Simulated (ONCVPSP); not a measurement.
# Potentials for Fe compared

Generated with ld1.x 7.5 (TM, RRKJ, ultrasoft, PAW), atompaw 4.2 or ONCVPSP 4.0.1. The cutoff is in Ry: for ld1.x and atompaw files where the sum of valence levels is converged to 10 mRy in a Bessel basis, for ONCV files where the hardest occupied wave has 1 mHa per electron of residual kinetic energy. The error is the largest all-electron minus pseudo excitation energy over each file’s own four to seven test configurations (ionisations up to +4, promotions, holes and added fractions of an electron), all of which were solved. The labels leave out finer settings (local radius, basis sizes, second energies), which also bear on the numbers. Spin-polarised tests are not counted. The rows are a selection from randomly drawn settings: files with unsolved tests, undetermined cutoffs or missed reference levels are left out.

A true bound ghost makes a file unfit for plane-wave use even where its test errors are small: the radial tests pick states by their node count and pass the ghost by.

```csv
potential,cutoff (Ry),largest error (meV),bound ghosts
"ONCV, PBEsol, scalar-relativistic, rc 1.40/0.90/0.85 (spd), local smoothed, core correction yes, reference 3s2 3p6 3d6 4s1.5, qcut 8.6/8.1/10.3, projectors 2/1/2",626,-163,none
"ONCV, PBE, scalar-relativistic, rc 2.10/0.80/1.30 (spd), local smoothed, core correction no, reference 3p6 3d6 4s1.5, qcut 3/8.8/11.4, projectors 1/1/2",105,+13,s
"ONCV, revPBE, scalar-relativistic, rc 1.35/0.90/1.40 (spd), local smoothed, core correction yes, reference 3s2 3p6 3d6 4s2, qcut 9.4/7.5/10.3, projectors 3/2/2",146,+11,none
"ONCV, LDA (Perdew-Wang 92), scalar-relativistic, rc 1.30/1.05/1.30 (spd), local smoothed, core correction yes, reference 3s2 3p6 3d6 4s2, qcut 7.1/11.8/14.4, projectors 3/1/2",141,+9.3,none
"ONCV, PBE, scalar-relativistic, rc 1.15/1.70/1.50 (spd), local smoothed, core correction no, reference 3s2 3p6 3d6 4s1.5 4p0.5, qcut 8.9/10.2/9.4, projectors 2/2/1",77,+3.5,none
"ONCV, Wu-Cohen, scalar-relativistic, rc 1.10/0.90/1.85 (spd), local smoothed, core correction yes, reference 3s2 3p6 3d6 4s1.5, qcut 13.8/10.5/6.9, projectors 2/2/1",129,-629,none
```

Q: Fill in the row for Fe: ONCV, PBE, scalar-relativistic, rc 1.25/1.10/1.65 (spd), local smoothed, core correction yes, reference 3s2 3p6 3d6 4s2, qcut 9.6/10.7/8.9, projectors 3/2/2.

A: cutoff 67 Ry, largest error +39 meV, bound ghosts: none.

Q: Fill in the row for Fe: ONCV, PBEsol, scalar-relativistic, rc 1.90/0.75/0.90 (spd), local smoothed, core correction yes, reference 3p6 3d6 4s2, qcut 3.5/12.8/12, projectors 3/2/2.

A: cutoff 200 Ry, largest error +97 meV, bound ghosts: s.

Q: Fill in the row for Fe: ONCV, LDA (Perdew-Zunger), scalar-relativistic, rc 1.25/0.80/1.35 (spd), local smoothed, core correction no, reference 3s2 3p6 3d6 4s1, qcut 7.5/10.9/13.2, projectors 2/2/2.

A: cutoff 129 Ry, largest error +10 meV, bound ghosts: none.
